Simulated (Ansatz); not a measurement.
Compare A (`C[SiH2]/C(Cl)=C\F`) with its isomer B (`F/C(=C/Cl)C[SiH3]`).

Gas-phase electronic energies from Ansatz, PBE0-D4/def2-TZVP geometries. CBS: MP2 limit from def2 TZ/QZ plus the TZ coupled-cluster correction, frozen cores. Double bonds are as drawn, so ΔE can hold a change between cis and trans. DFT in def2-TZVPP. B3LYP here is the variant with VWN-RPA as its local correlation; programs differ in this. Each species was taken in one conformer, which may not be the lowest.

A:

Z-matrix (Å, degrees):
```
C
Si 1 1.865
H 1 1.092 2 110.8
H 1 1.093 2 110.4 3 120.0
H 1 1.092 2 110.6 3 -120.2
C 2 1.875 1 109.6 3 63.7
H 2 1.486 1 110.6 3 -178.7
H 2 1.484 1 111.7 3 -56.4
C 6 1.326 2 127.9 1 -119.9
Cl 6 1.739 2 115.5 1 59.8
F 9 1.333 6 121.4 2 -0.2
H 9 1.085 6 125.7 2 179.9
```

B:

```xyz
12

F     1.602    1.101   -0.776
C     0.746    0.064   -0.812
C     0.275   -0.286   -2.002
Cl   -0.833   -1.578   -2.207
C     0.446   -0.495    0.518
Si   -0.806    0.555    1.478
H     0.568    0.230   -2.905
H     1.371   -0.562    1.098
H     0.035   -1.501    0.412
H    -2.095    0.576    0.743
H    -0.300    1.942    1.631
H    -1.007   -0.047    2.822
```

Task: Which isomer does CCSD(T)/CBS put lower? Give the gap. (Estimate.)

Result: Computed: A, by 31.4 kJ/mol.

Task: Give E(B) − E(A) in kJ/mol with PBE-D4, CCSD/def2-TZVPP, B3LYP-D4, ωB97M-V, MP2/def2-TZVPP, PBE0-D4, B2PLYP. (Estimate.)

Result: The calculation gave: PBE-D4 28.7, CCSD/def2-TZVPP 29.1, B3LYP-D4 29.8, ωB97M-V 30.5, MP2/def2-TZVPP 30.5, PBE0-D4 27.6, B2PLYP 30.6. None reverses the order clearly.

Largest T1 diagnostic: 0.012.
